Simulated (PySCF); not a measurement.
Sn(OMe)(SH) (CH₄OSSn), SMILES C[O][Sn][SH] (connectivity only; charge and spin as stated), neutral, multiplicity 1.

The structure is a stationary point at B3LYP-D3(BJ)/def2-SVP. The structure was generated by enumeration; whether it is a known compound was not checked. The def2 effective core potentials stand for the cores of Sn; spin–orbit coupling is left out. The values are those of a single conformer.

All values below come from PySCF with IEF-PCM-PBE0/def2-SVP.

The values are the electrostatic part of the solvation free energy, E(continuum) − E(gas) at the gas-phase geometry, in a cavity of scaled van der Waals radii (PySCF's table); cavitation and dispersion terms are not included. A continuum can't describe solvent molecules that bind to the metal. In vacuum the orbital gap is 4.98 eV. The dipole moment in vacuum is 1.81 D.

Q: Estimate the values in water (ε = 78.36), 2-propanol (ε = 19.26), N,N-dimethylformamide (ε = 37.22). (An estimate is asked for; the answer gives what the named calculation found.)

A: 
| solvent | ε | ΔG(elec) (kcal/mol) | dipole (D) | gap (eV) |
|---|---|---|---|---|
| water | 78.36 | -5.2 | 2.68 | 5.11 |
| 2-propanol | 19.26 | -4.8 | 2.62 | 5.10 |
| N,N-dimethylformamide | 37.22 | -5.0 | 2.66 | 5.11 |
